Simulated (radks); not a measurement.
Results of a calculation; reference values are marked as such.
Valence configurations of the germanium ion Ge+ (all share [Ar]). Code: a radial shooting solver on a logarithmic mesh with Libxc functionals. Model: scalar-relativistic Kohn-Sham, PBE, spin-polarised, spherical densities, finite nucleus; open shells are filled with parallel spins first; Fermi nuclear charge, rms radius 4.0742 fm. Energies are relative to 3d10 4s2 4p1; eigenvalues in eV for spin up.

valence          E (eV)  moment (Bohr magnetons)    e(3d)    e(4p)    e(4s)
3d10 4s2 4p1      0.000                        1  -38.321  -11.671  -20.274
3d10 4s1 4p2      6.792                        3  -39.877  -12.973  -21.872
3d9.5 4s2 4p1.5  14.150                        2  -43.733  -12.831  -21.932
3d10 4p3         15.750                        3  -41.485  -13.689        -
3d9.5 4s1.5 4p2  17.725                        3  -44.481  -13.467  -22.703
3d9.5 4s1 4p2.5  20.889                        4  -45.156  -14.012  -23.389
3d9.5 4s0.5 4p3  25.593                        4  -45.938  -14.356  -23.792
3d9 4s2 4p2      30.104                        3  -49.280  -13.938  -23.522
3d9 4p4          49.548                        3  -52.421  -15.294        -

NIST lists [Ar] 3d10 4s2 4p1 as the ground configuration; this level of theory agrees among the configurations tried. The energies are those of spherical high-spin densities, not of single terms.
